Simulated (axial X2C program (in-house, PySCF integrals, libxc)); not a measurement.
Ω levels of CuI from open-shell CI on d9 s1 p(π)0

Computed with an axial X2C code built on PySCF integrals: two-component X2C with atomic mean-field Coulomb and Gaunt terms, basis Cu dyall-v3z, I dyall-v3z (cores contracted in-house). Orbitals come from Hartree–Fock averaged over the configuration Cu d9 s1 p(π)0; CI then distributes these electrons over the d, s, p(π) shells of Cu.

R = 2.551 Å (near the minimum of the configuration average).

Lowest levels of this model:

```json
{"Ω": "0", "energy (cm⁻¹)": "0", "g∥": "0.00", "μ (D)": "-3.10", "configuration": "100% d9 s1"}
{"Ω": "1", "energy (cm⁻¹)": "86", "g∥": "3.51", "μ (D)": "-3.10", "configuration": "100% d9 s1"}
{"Ω": "2", "energy (cm⁻¹)": "696", "g∥": "5.87", "μ (D)": "-3.08", "configuration": "100% d9 s1"}
{"Ω": "0", "energy (cm⁻¹)": "1302", "g∥": "0.00", "μ (D)": "-3.11", "configuration": "99% d9 s1"}
{"Ω": "1", "energy (cm⁻¹)": "1343", "g∥": "2.22", "μ (D)": "-3.09", "configuration": "100% d9 s1"}
{"Ω": "3", "energy (cm⁻¹)": "1900", "g∥": "8.00", "μ (D)": "-3.15", "configuration": "100% d9 s1"}
{"Ω": "0", "energy (cm⁻¹)": "2281", "g∥": "0.00", "μ (D)": "-3.09", "configuration": "100% d9 s1"}
{"Ω": "2", "energy (cm⁻¹)": "2528", "g∥": "4.08", "μ (D)": "-3.14", "configuration": "100% d9 s1"}
{"Ω": "1", "energy (cm⁻¹)": "3500", "g∥": "0.53", "μ (D)": "-3.14", "configuration": "100% d9 s1"}
{"Ω": "0", "energy (cm⁻¹)": "3592", "g∥": "0.00", "μ (D)": "-3.13", "configuration": "97% d9 s1"}
{"Ω": "1", "energy (cm⁻¹)": "4703", "g∥": "1.73", "μ (D)": "-3.12", "configuration": "100% d9 s1"}
{"Ω": "2", "energy (cm⁻¹)": "5353", "g∥": "4.05", "μ (D)": "-3.14", "configuration": "100% d9 s1"}
```

g∥ is the magnitude of 2⟨Lz + ge Sz⟩ for the +Ω component. μ is positive if the I end is positive.

This point took 2.3 s on 1 thread of AMD EPYC 7R43 64-Core Processor (Zen 3), with other jobs on the host.

Dynamic correlation is missing, so gaps between terms are too wide and other configurations may lie lower; the lowest level listed is that of this model, not necessarily the ground state. For d shells the ligand-field splittings (σ, π, δ) and their order can be off by a thousand cm⁻¹ or more. At most 4 roots were kept for each Ω > 0 (twice that for Ω = 0) within 3.2 eV of the lowest, so higher up levels can be missing between those listed; levels with Ω > 0 are doubly degenerate and listed once, Ω = 0 levels singly. States that fill the shells left empty in the average are placed too high.
